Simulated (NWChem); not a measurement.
Species: LaCl₂F; SMILES [F][La]([Cl])[Cl]

Program: NWChem. Medium grid unless said otherwise, to which SCAN and Minnesota functionals are sensitive. Structure relaxed at the PBE0/def2-SVP level. def2 effective core potentials on La; no spin-orbit coupling. Hybrids' shares of exact exchange are those that their runs print; pure functionals count as 0. The functionals differ in more than this share.

| row | share of exact exchange | highest occupied level (eV) |
|---|---|---|
| PBE/def2-SVP | 0.00 | -7.17 |
| LDA (Slater exchange, VWN5)/def2-SVP | 0.00 | -7.29 |
| B3LYP/def2-SVP | 0.20 | -8.22 |
| M06/def2-SVP | 0.27 | -8.41 |
| MPW1K/def2-SVP | 0.43 | -9.61 |
| M06-2X/def2-SVP | 0.54 | -9.87 |
| Hartree-Fock/def2-SVP | 1.00 | withheld |

### Question
Fit a straight line of the last column on the one before it, predict the withheld value, and compare with the run.

### Answer

1. Means of the 6 shown rows: x = 0.240, y = -8.428. Slope Σ(x − x̄)(y − ȳ)/Σ(x − x̄)² = -1.240/0.2438 = -5.086; intercept -7.208.
2. The shown rows scatter about the line by 0.123 (root mean square); the largest residual is -0.22, at MPW1K/def2-SVP.
3. At x = 1.00 (Hartree-Fock/def2-SVP; beyond the shown range) the line gives -12.29.
4. The run gives -11.77, +0.52 from the line, 4.2 times the scatter.
